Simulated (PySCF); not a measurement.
BH2, SMILES [BH2] (connectivity only; charge and spin as stated), charge +1, multiplicity 1. Coordinates come from a PBE0-D3(BJ)/def2-TZVPD optimisation. The spin state was assumed, not searched. The isomer is the one that the SMILES or the coordinates give; other isomers of the formula were not compared.

TDA-PBE/def2-TZVPD in PySCF 2.14.0 puts the lowest singlet excitations at 7.08, 7.08, 11.00, 11.00, 13.94, 15.19 eV and the lowest triplet (TDA) at 6.01 eV.

Task: What are the lowest singlet roots from EOM-CCSD/aug-cc-pVDZ in PySCF 2.14.0? (Estimate from the structure and the level; the computed values follow.)

Result: 7.45, 7.45, 12.31, 12.31, 14.77, 16.25 eV; triplets 6.70, 6.70, 9.03 eV. S1 differs by 0.36 eV (second minus first; roots are paired by order, and the bases may differ).
